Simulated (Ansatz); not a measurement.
Program: Ansatz 0.2.0.

C3H10N2O2W (`C[N]=[W](=[O])([OH])[N](C)C`) at its PBE0-D4/def2-TZVP geometry, where that method's forces vanish. Charge 0, multiplicity 1. W takes the def2 core potential.

| atom | x (Å) | y (Å) | z (Å) |
| --- | --- | --- | --- |
| C1 | -0.117 | -0.927 | 2.925 |
| N2 | 0.337 | -0.333 | 1.718 |
| W3 | 0.416 | 0.945 | 0.519 |
| O4 | -0.628 | 2.255 | 0.903 |
| O5 | 2.208 | 1.587 | 0.357 |
| N6 | -0.173 | 0.132 | -1.143 |
| C7 | -0.355 | -1.269 | -1.441 |
| C8 | -0.594 | 0.999 | -2.226 |
| H9 | -0.606 | -1.884 | 2.713 |
| H10 | 0.727 | -1.133 | 3.593 |
| H11 | -0.831 | -0.288 | 3.456 |
| H12 | 2.958 | 1.147 | 0.759 |
| H13 | 0.246 | -1.562 | -2.312 |
| H14 | -1.406 | -1.485 | -1.674 |
| H15 | -0.053 | -1.880 | -0.592 |
| H16 | -0.480 | 2.051 | -1.956 |
| H17 | -1.651 | 0.831 | -2.472 |
| H18 | 0.002 | 0.814 | -3.127 |

**Question.** For each bond, give half the difference of the two atoms' forces along it (eV/Å; positive pushes the atoms apart) under PBE-D4, r2SCAN-D4, B3LYP-D4, ωB97M-V in def2-TZVPP. (Best estimate.)

**Answer.** The calculation gave: 
```
  bond  length (Å)  PBE-D4  r2SCAN-D4  B3LYP-D4  ωB97M-V
 C1–N2       1.420   -0.27      -0.05      0.07     0.57
 C1–H9       1.096    0.13      -0.02     -0.08    -0.15
C1–H10       1.095    0.12      -0.03     -0.07    -0.15
 N2–W3       1.755    0.43       0.25      0.11    -0.44
 W3–O4       1.719    0.75       0.35      0.30    -0.24
 W3–O5       1.911   -0.07      -0.03      0.11     0.16
 W3–N6       1.942   -0.10      -0.08     -0.01    -0.06
 N6–C7       1.444    0.00       0.11      0.15     0.27
 N6–C8       1.449    0.03       0.13      0.16     0.24
C7–H13       1.098    0.11      -0.04     -0.08    -0.12
C7–H14       1.098    0.11      -0.04     -0.07    -0.11
C8–H16       1.092    0.08      -0.05     -0.11    -0.08
C8–H17       1.098    0.11      -0.03     -0.08    -0.11
C8–H18       1.097    0.11      -0.04     -0.08    -0.12
```

B3LYP here is the variant with VWN-RPA as its local correlation; programs differ in this.
